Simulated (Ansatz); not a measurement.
The same ligand exchange along the group O, S, Se.

Isolated molecules relaxed with PBE0-D4/def2-TZVP in Ansatz; ΔE leaves out vibrations. CCSD(T)/CBS adds triple-zeta CCSD(T) − MP2 to the extrapolated MP2 energy (def2 sets, frozen cores). This one scheme is used for every species. DFT in def2-TZVPP. For Se outer-core shells are correlated without core-valence functions, which leaves a few kJ/mol of doubt a bond. Scalar relativity is left out up to krypton. Each species was taken in one conformer, which may not be the lowest.

| reaction | revPBE-D4 (kJ/mol) | MP2/CBS(def2) (kJ/mol) | CCSD(T)/CBS(def2) (kJ/mol) |
| --- | --- | --- | --- |
| `[OH][Al]([F])[F]` + NH₃ → `[NH2][Al]([F])[F]` + H₂O | 37 | 38 | 38 |
| `[F][Al]([F])[SH]` + NH₃ → `[NH2][Al]([F])[F]` + H₂S | 24 | 19 | 18 |
| `[F][Al]([F])[SeH]` + NH₃ → `[NH2][Al]([F])[F]` + H₂Se | 29 | 28 | 26 |

Largest T1 diagnostic: 0.013, for `[OH][Al]([F])[F]`.
